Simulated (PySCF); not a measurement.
# Exercise with solution: oscillator strength and radiative lifetime

C2H6Te, SMILES C[Te]C.

Geometry: B3LYP-D3(BJ)/def2-SVP. The def2 effective core potentials stand for the cores of Te; spin–orbit coupling is left out.

TDA-PBE/def2-SVPD in PySCF puts the first singlet state with f over 0.02 at 4.61 eV (vertical), with the transition dipole (0.000, 0.745, 0.000) in atomic units.

**Question.** Find the oscillator strength, the wavelength and the radiative lifetime that this transition would have in vacuum if emission retraced absorption.

**Answer.** 
|μ|² = 0.5550 au, so |μ| = 1.89 D. ΔE = 4.61/27.211 = 0.1694 hartree. f = (2/3) ΔE |μ|² = 0.063 (the program prints 0.063).
λ = 1239.84/4.61 = 269 nm; ν = 37182 cm⁻¹.
Einstein's coefficient A = 0.6670 ν² f s⁻¹ (ν in cm⁻¹) = 5.8e7 s⁻¹, so τ = 1/A = 17 ns. This state is S3; the lower singlets have f = 0.000, 0.000. The figure is the radiative limit of this one transition; relaxation, internal conversion, crossing to triplets and a medium change what is measured.
